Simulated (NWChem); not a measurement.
System: CH4O3Si; SMILES C(=O)(O)[SiH2]O

Here is an NWChem input.

```
start job
memory heap 200 mb stack 900 mb global 1100 mb
geometry units angstroms noautoz
  O      1.334491    -0.939483     0.000000
  C      0.128587    -0.841765     0.000000
  O     -0.682530    -1.898773     0.000000
  Si    -0.669653     0.912611     0.000000
  O      0.670927     1.885590     0.000000
  H     -0.121801    -2.695320     0.000000
  H     -1.506543     1.087643     1.218790
  H     -1.506543     1.087643    -1.218790
  H      1.476084     1.346215     0.000000
end
basis spherical
  * library def2-tzvp
end
dft
  xc xcamb88 1.00 lyp 0.81 vwn_5 0.19 hfexch 1.00
  cam 0.33 cam_alpha 0.19 cam_beta 0.46
  iterations 150
  semidirect filesize 400000000
  mulliken
end
task dft energy
```

Parts of the log:

```
             Northwest Computational Chemistry Package (NWChem) 7.3.0
             --------------------------------------------------------

 CS  symmetry detected

                             Geometry "geometry" -> ""
                             -------------------------

 Output coordinates in angstroms (scale by  1.889725989 to convert to a.u.)

  No.       Tag          Charge          X              Y              Z
 ---- ---------------- ---------- -------------- -------------- --------------
    1 O                    8.0000     1.34099819    -0.94034300     0.00000000
    2 C                    6.0000     0.13385345    -0.85938104     0.00000000
    3 O                    8.0000    -0.66250646    -1.92755125     0.00000000
    4 Si                  14.0000    -0.68867294     0.88374046     0.00000000
    5 O                    8.0000     0.63826584     1.87524253     0.00000000
    6 H                    1.0000    -0.09076973    -2.71623449     0.00000000
    7 H                    1.0000    -1.52791294     1.04713353     1.21879000
    8 H                    1.0000    -1.52791294     1.04713353    -1.21879000
    9 H                    1.0000     1.45083560     1.34710092     0.00000000

 Effective nuclear repulsion energy (a.u.)     230.0559581153

      Symmetry information
      --------------------

 Group name             Cs
 Group number              2
 Group order               2
 No. of unique centers     8

                                 NWChem DFT Module
                                 -----------------

 Summary of "ao basis" -> "ao basis" (spherical)
 ------------------------------------------------------------------------------
       Tag                 Description            Shells   Functions and Types
 ---------------- ------------------------------  ------  ---------------------
 O                         def2-tzvp                11       31   5s3p2d1f
 C                         def2-tzvp                11       31   5s3p2d1f
 Si                        def2-tzvp                13       37   5s5p2d1f
 H                         def2-tzvp                 4        6   3s1p

      Symmetry analysis of basis
      --------------------------

        a'        125
        a"         60

            General Information
            -------------------
          SCF calculation type: DFT
          Wavefunction type:  closed shell.
          No. of atoms     :     9
          No. of electrons :    48
           Alpha electrons :    24
            Beta electrons :    24
          Charge           :     0
          Spin multiplicity:     1
          Use of symmetry is: on ; symmetry adaption is: on
          Maximum number of iterations: 150
          AO basis - number of functions:   185
                     number of shells:    73
          Convergence on energy requested:  1.00D-06
          Convergence on density requested:  1.00D-05
          Convergence on gradient requested:  5.00D-04

              XC Information
              --------------
                     Hartree-Fock (Exact) Exchange  1.000
                   CAM-Becke88 Exchange Functional  1.000
                      VWN V Correlation Functional  0.190 local
              Lee-Yang-Parr Correlation Functional  0.810

           Range-Separation Parameters
           ---------------------------
           Alpha           :  0.19
           Beta            :  0.46
           Gamma           :  0.33
           Short-Range HF  :     F

             Grid Information
             ----------------
          Grid used for XC integration:  medium
          Radial quadrature: Mura-Knowles
          Angular quadrature: Lebedev.
          Tag              B.-S. Rad. Rad. Pts. Rad. Cut. Ang. Pts.
          ---              ---------- --------- --------- ---------
          O                   0.60       49          12.0       434
          C                   0.70       49          10.0       434
          Si                  1.10       88          11.0       590
          H                   0.35       45          12.0       434
          Grid pruning is: on
          Number of quadrature shells:   419
          Spatial weights used:  Erf1

      Superposition of Atomic Density Guess
      -------------------------------------

 Sum of atomic energies:        -552.85889725

      Non-variational initial energy
      ------------------------------

 Total energy =    -554.714564
 1-e energy   =   -1219.733428
 2-e energy   =     434.962906
 HOMO         =      -0.338226
 LUMO         =      -0.004840

      Symmetry analysis of molecular orbitals - initial
      -------------------------------------------------

  Numbering of irreducible representations:

     1 a'          2 a"

  Orbital symmetries:

     1 a'          2 a'          3 a'          4 a'          5 a'
     6 a'          7 a'          8 a"          9 a'         10 a'
    11 a'         12 a'         13 a'         14 a'         15 a'
    16 a'         17 a"         18 a'         19 a'         20 a"
    21 a'         22 a"         23 a"         24 a'         25 a"
    26 a'         27 a'         28 a'         29 a'         30 a'
    31 a"         32 a'         33 a"         34 a'

     ---------------------------------------------
      Total Density - Mulliken Population Analysis
     ---------------------------------------------

[...]
```

Level: CAM-B3LYP/def2-TZVP. The geometry was optimised at PBE0/def2-SVP.
